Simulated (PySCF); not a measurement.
CH₅BOS₂. Atoms are numbered in the order given.

```xyz
10

B      0.1163    -0.1369     0.0000
O      1.1800     0.6946     0.0000
C      1.0541     2.0958     0.0000
H      0.5153     2.4490    -0.8952
H      0.5153     2.4490     0.8952
H      2.0628     2.5302     0.0000
S      0.3959    -1.9320     0.0000
H      1.7430    -1.8375     0.0000
S     -1.5815     0.5333     0.0000
H     -2.2118    -0.6591     0.0000
```

Coordinates come from a PBE0-D3(BJ)/def2-SVP optimisation. This is a generated structure with no PubChem entry under its InChIKey; it may be hypothetical. The values are those of a single conformer.

Level of theory: PBE0-D3(BJ)/def2-SVP run with PySCF.

Frequencies are harmonic and unscaled.

Computed normal modes with their intensities:
```csv
mode,ν (cm⁻¹),IR (km/mol),moving atoms (share of kinetic energy)
1,74,0.0,H 96 %
2,145,8.3,"O 44 %, H 25 %, C 18 %"
3,190,4.1,"S 38 %, C 37 %, H 21 %"
4,223,2.4,"S 62 %, O 13 %, H 12 %, B 9 %"
5,271,41.4,H 94 %
6,365,0.0,H 89 %
7,385,2.8,"S 36 %, O 30 %, C 20 %, H 13 %"
8,507,7.6,"B 79 %, O 13 %"
9,522,3.0,"S 54 %, O 30 %"
10,768,30.1,"H 83 %, S 10 %"
11,801,21.7,H 82 %
12,1031,243.5,"B 76 %, H 13 %, S 9 %"
13,1085,32.9,"C 37 %, O 31 %, B 19 %, H 11 %"
14,1174,0.4,"H 76 %, C 19 %"
15,1197,11.9,"H 71 %, C 20 %"
16,1379,423.4,"B 37 %, O 30 %, H 20 %, C 13 %"
17,1472,18.8,H 96 %
18,1473,10.7,H 97 %
19,1495,84.1,"H 69 %, B 13 %, O 13 %"
20,2723,0.6,H 97 %
21,2732,0.2,H 97 %
22,3039,37.5,H 97 %
23,3128,18.2,"H 90 %, C 10 %"
24,3171,16.1,"H 90 %, C 10 %"
```
